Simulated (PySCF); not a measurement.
Ligands exchanged one at a time, Sn NH2-OCH3. All species are isolated molecules in the gas phase. One relaxed conformer stands for each flexible species; it need not be the lowest. Strings in code marks are SMILES.

The numbers are results of PBE0-D4/def2-TZVP // PBE0-D4/def2-SVP (PySCF), not measurements. Delta-SCF ions had no search for a lower state. Excitations are Tamm–Dancoff values on a coarser integration grid. The basis has no diffuse functions, so Rydberg states are missing or too high.

```json
[
 {"species": "0 of 4 NH2 replaced by OCH3 (`[NH2][Sn]([NH2])([NH2])[NH2]`)", "brightest of the four lowest singlets (TDA) (eV)": "5.82", "vertical ionisation energy (Delta-SCF) (eV)": "8.96", "HOMO (eV)": "-7.14"},
 {"species": "1 of 4 NH2 replaced by OCH3 (`C[O][Sn]([NH2])([NH2])[NH2]`)", "brightest of the four lowest singlets (TDA) (eV)": "5.94", "vertical ionisation energy (Delta-SCF) (eV)": "9.14", "HOMO (eV)": "-7.32"},
 {"species": "2 of 4 NH2 replaced by OCH3 (`C[O][Sn]([NH2])([NH2])[O]C`)", "brightest of the four lowest singlets (TDA) (eV)": "5.58", "vertical ionisation energy (Delta-SCF) (eV)": "9.25", "HOMO (eV)": "-7.52"},
 {"species": "3 of 4 NH2 replaced by OCH3 (`C[O][Sn]([NH2])([O]C)[O]C`)", "brightest of the four lowest singlets (TDA) (eV)": "5.51", "vertical ionisation energy (Delta-SCF) (eV)": "9.40", "HOMO (eV)": "-7.72"},
 {"species": "4 of 4 NH2 replaced by OCH3", "brightest of the four lowest singlets (TDA) (eV)": "5.08", "vertical ionisation energy (Delta-SCF) (eV)": "9.58", "HOMO (eV)": "-7.95"}
]
```
